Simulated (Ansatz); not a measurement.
Compare A (`C[NH][Al]([OH])[SH]`) with its isomer B (`N[CH2][Al]([OH])[SH]`).

Isolated molecules relaxed with PBE0-D4/def2-TZVP in Ansatz; ΔE leaves out vibrations. CCSD(T)/CBS is the MP2 limit (def2-TZVPP, def2-QZVPP) plus CCSD(T) − MP2 in def2-TZVPP, frozen cores. DFT in def2-TZVPP. One conformer a species, not always the lowest.

Q: Which isomer does CCSD(T)/CBS put lower? Give the gap. (An estimate is asked.)

A: Computed: A, by 25.7 kcal/mol.

Q: Give E(B) − E(A) in kcal/mol with PBE0-D4, ωB97M-V, BLYP-D4, HF/def2-TZVPP, CCSD(T)/def2-SVP, MP2/def2-TZVPP, PBE-D4. (An estimate is asked.)

A: Computed: PBE0-D4 23.7, ωB97M-V 24.6, BLYP-D4 23.9, HF/def2-TZVPP 28.7, CCSD(T)/def2-SVP 26.2, MP2/def2-TZVPP 26.6, PBE-D4 22.1. None reverses the order clearly.

Q: Does the order hold for the free energy at 298.15 K (harmonic terms from PBE0-D4)? (Best estimate.)

A: The calculation gave: Yes: G(B) − G(A) = +25.8 kcal/mol, for one conformer each.

Largest T1 diagnostic: 0.012.

From BLYP to BHLYP (50 % exact exchange), in def2-TZVPP and without D4, E(B) − E(A) moves by +3.1 kcal/mol. In def2-TZVPP, CCSD(T) changes the Hartree–Fock value by −3.0 kcal/mol (the triples alone add −0.6 kcal/mol) and MP2 by −2.1 kcal/mol.
